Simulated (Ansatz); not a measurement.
Input file:

```yaml
crystal:
  lattice:
    - [0.0, 5.43, 5.43]
    - [5.43, 0.0, 5.43]
    - [5.43, 5.43, 0.0]
  atoms:
    - { symbol: Si, position: [0.0, 0.0, 0.0] }
    - { symbol: Si, position: [0.125, 0.125, 0.125] }
    - { symbol: Si, position: [0.0, 0.0, 0.5] }
    - { symbol: Si, position: [0.125, 0.125, 0.625] }
    - { symbol: Si, position: [0.0, 0.5, 0.0] }
    - { symbol: Si, position: [0.125, 0.625, 0.125] }
    - { symbol: Si, position: [0.0, 0.5, 0.5] }
    - { symbol: Si, position: [0.125, 0.625, 0.625] }
    - { symbol: Si, position: [0.5, 0.0, 0.0] }
    - { symbol: Si, position: [0.625, 0.125, 0.125] }
    - { symbol: Si, position: [0.5, 0.0, 0.5] }
    - { symbol: Si, position: [0.625, 0.125, 0.625] }
    - { symbol: Si, position: [0.5, 0.5, 0.0] }
    - { symbol: Si, position: [0.625, 0.625, 0.125] }
    - { symbol: Si, position: [0.5, 0.5, 0.5] }
    - { symbol: Si, position: [0.625, 0.625, 0.625] }
    - { symbol: Ge, position: [0.7592493, 0.7545923, 0.7377773] }
basis:
  ecutwfc: 420.0
kpoints:
  mp_grid: { grid: [2, 2, 2] }
hamiltonian:
  xc: pbesol
  pseudopotentials: { kind: paw, azcp: { folder: soft_1 } }
scf:
  occupations: { method: fermi_dirac, width: 0.02 }
  lower_state_search: "off"
relax:
  f_tol: 0.03
  max_steps: 60
  adjacent_minimum: "off"
output:
  write_density: true
  write_potential: true
  elf: true
  volumetric_format: npy
```

Launched with:

```bash
$ ansatz run input.yaml --threads 1 --pin off --max-ram 3072MiB --backend cpu --events-out ev --progress --plain --runs-dir out
```

Hardware: 1 thread of Arm Neoverse V1, on a shared host.

Q: Roughly how long does this run take, and how much memory?

A: 37 s, with a peak of 0.55 GiB, for 4 ionic steps.
